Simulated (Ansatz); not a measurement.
`Sc1ccc(-c2ccc(-c3ccc(S)nc3)nc2)nc1`, relaxed as a singlet with RKS PBE-D4/def2-SVP in Ansatz, starting from the GFN2-xTB geometry. Force threshold 0.03 eV/Å.

Start:

| atom | x (Å) | y (Å) | z (Å) |
| --- | --- | --- | --- |
| S1 | 6.281 | -0.580 | 3.512 |
| C2 | 4.731 | -0.352 | 2.710 |
| C3 | 3.944 | 0.780 | 2.897 |
| C4 | 2.736 | 0.867 | 2.232 |
| C5 | 2.343 | -0.178 | 1.392 |
| C6 | 1.088 | -0.152 | 0.642 |
| C7 | 0.965 | -0.887 | -0.540 |
| C8 | -0.212 | -0.831 | -1.256 |
| C9 | -1.257 | -0.034 | -0.779 |
| C10 | -2.526 | 0.099 | -1.495 |
| C11 | -2.643 | -0.087 | -2.875 |
| C12 | -3.878 | 0.034 | -3.476 |
| C13 | -4.968 | 0.347 | -2.668 |
| S14 | -6.574 | 0.505 | -3.361 |
| N15 | -4.874 | 0.546 | -1.361 |
| C16 | -3.690 | 0.428 | -0.797 |
| N17 | -1.157 | 0.629 | 0.373 |
| C18 | -0.034 | 0.572 | 1.054 |
| N19 | 3.117 | -1.250 | 1.208 |
| C20 | 4.260 | -1.339 | 1.843 |
| H21 | 6.264 | 0.571 | 4.183 |
| H22 | 4.272 | 1.582 | 3.543 |
| H23 | 2.118 | 1.743 | 2.345 |
| H24 | 1.800 | -1.484 | -0.873 |
| H25 | -0.324 | -1.405 | -2.162 |
| H26 | -1.773 | -0.301 | -3.479 |
| H27 | -4.010 | -0.099 | -4.537 |
| H28 | -7.146 | 0.788 | -2.195 |
| H29 | -3.654 | 0.598 | 0.269 |
| H30 | -0.041 | 1.121 | 1.987 |
| H31 | 4.843 | -2.231 | 1.661 |

Task: Estimate the energy that the relaxation releases and the steps that it takes.

Result: 31.7 kJ/mol, in 17 steps; 1.7 min on 2 threads of AMD EPYC 7R13 on a shared host and a share (18 GiB) of an NVIDIA H100 80GB HBM3. The force fell under the threshold at step 15, but the optimiser went on. No frequencies were taken in this run, so the end may be a saddle point.

Task: Does the start keep its bonding?

Result: By distances, no bond broke or formed. The bond that changes most is S14–H28, from 1.33 to 1.36 Å (atoms count from 1).

Task: Predict the relaxed structure.

Result: 
Cartesian coordinates in Å:
```
S 6.447 -0.490 3.427
C 4.848 -0.286 2.699
C 3.821 0.517 3.233
C 2.598 0.596 2.565
C 2.406 -0.128 1.365
C 1.139 -0.093 0.600
C 1.013 -0.820 -0.604
C -0.183 -0.781 -1.317
C -1.264 -0.009 -0.826
C -2.564 0.084 -1.527
C -2.843 -0.563 -2.753
C -4.095 -0.424 -3.348
C -5.060 0.376 -2.693
S -6.662 0.570 -3.427
N -4.820 1.000 -1.529
C -3.613 0.855 -0.972
N -1.147 0.685 0.329
C 0.000 0.642 1.005
N 3.398 -0.895 0.858
C 4.565 -0.973 1.492
H 6.229 0.326 4.495
H 3.975 1.078 4.168
H 1.799 1.224 2.983
H 1.876 -1.407 -0.950
H -0.274 -1.350 -2.253
H -2.082 -1.181 -3.252
H -4.327 -0.921 -4.302
H -7.104 1.376 -2.421
H -3.431 1.375 -0.017
H 0.017 1.232 1.939
H 5.338 -1.615 1.032
```
Bond lengths: 14 × C–C 1.39 to 1.48 Å; 6 × C–N 1.33 to 1.35 Å; 2 × C–S 1.77 Å; 9 × C–H 1.10 to 1.11 Å; 2 × H–S 1.36 Å.
